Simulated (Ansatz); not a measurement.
Harmonic frequencies (cm⁻¹) at PBE0-D4/def2-TZVP from Ansatz: 77, 154, 181, 315, 404, 555, 648, 696, 811, 837, 888, 928, 952, 1068, 1167, 1283, 1390, 1463, 2197, 2250, 2986, 3084, 3832, 3933.

Each molecule was computed in one conformer, which needn't be the lowest.

Which molecule is it?
A. `OCO[SiH3]`
B. `OC(O)[SiH3]`
C. `OC[SiH2]O`
D. `C[SiH](O)O`

C.
